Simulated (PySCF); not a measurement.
HSE06 on Al⁻ (aluminium, charge -1), [Ne] 3s2 3p2, high-spin 3P determinant. All numbers are calculated (PySCF 2.14, the spin-free X2C one-electron Hamiltonian (Gaussian nucleus), in x2c-QZVPPall with one added diffuse shell each of s, p, d, f type (10s7p5d3f1g, 86 functions)).

```
cycle= 1 E= -242.731650922209  delta_E= -0.00592  |g|= 0.014  |ddm|= 0.157
cycle= 2 E= -242.731656470513  delta_E= -5.55e-06  |g|= 0.0109  |ddm|= 0.112
cycle= 3 E= -242.731925444488  delta_E= -0.000269  |g|= 0.00486  |ddm|= 0.0686
cycle= 4 E= -242.731950450307  delta_E= -2.5e-05  |g|= 0.000685  |ddm|= 0.0124
cycle= 5 E= -242.731951318251  delta_E= -8.68e-07  |g|= 7.33e-05  |ddm|= 0.00216
cycle= 6 E= -242.731951328709  delta_E= -1.05e-08  |g|= 4.77e-06  |ddm|= 0.000182
cycle= 7 E= -242.73195132874  delta_E= -3.15e-11  |g|= 1.2e-06  |ddm|= 2.05e-05
converged SCF energy = -242.73195132874  <S^2> = 2.0052377  2S+1 = 3.0034898
```

Highest occupied orbital energy: 1.129 eV; ⟨L²⟩ = 2.02; populations by l: s 6.00, p 8.00, d 0.00, f 0.00.

Can this result be used?

With care. The calculation finished and met its thresholds. At HSE06 the highest occupied level has a positive energy, so only the finite basis holds that electron; in a semilocal or global hybrid functional this comes from self-interaction and does not mean that the real anion is unbound.
